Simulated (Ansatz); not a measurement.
Consider the hydrogenolysis of a C–C bond: `C[C](=N)[SnH3]` + H₂ → `N=[CH][SnH3]` + CH₄.

Computed with Ansatz on PBE0-D4/def2-TZVP structures; ΔE is electronic, products minus reactants. CCSD(T)/CBS adds triple-zeta CCSD(T) − MP2 to the extrapolated MP2 energy (def2 sets, frozen cores). This one scheme is used for every species. DFT in def2-TZVPP. B3LYP here is the variant with VWN-RPA as its local correlation; programs differ in this. def2 core potentials past Kr. For Sn outer-core shells are correlated without core-valence functions, which leaves a few kJ/mol of doubt a bond. Each species was taken in one conformer, which may not be the lowest.

Task: Is it downhill or uphill in electronic energy at CCSD(T)/CBS, and by how much? (Estimate.)

Result: Ansatz gave: Downhill: ΔE = -38.5 kJ/mol.

Task: What do these levels give: PBE0-D4, B3LYP-D4, PBE, B3LYP, HF/def2-QZVPP, MP2/CBS(def2)? (An estimate is asked.)

Result: Ansatz gave: PBE0-D4 -37.9, B3LYP-D4 -40.2, PBE -38.5, B3LYP -50.1, HF/def2-QZVPP -64.7, MP2/CBS(def2) -32.0 kJ/mol.

Largest T1 diagnostic among the species: 0.014.

The D4 term adds +9.8 kJ/mol with B3LYP and +5.4 kJ/mol with PBE0; it sums over pairs of atoms, weighted by their polarisabilities, and B3LYP, whose exchange is more repulsive, gets the larger term. In def2-TZVPP, CCSD(T) changes the Hartree–Fock value by +23.8 kJ/mol (the triples alone add +5.5 kJ/mol) and MP2 by +30.3 kJ/mol. From PBE to PBE0 (25 % exact exchange), in def2-TZVPP and without D4, ΔE moves by −4.7 kJ/mol.
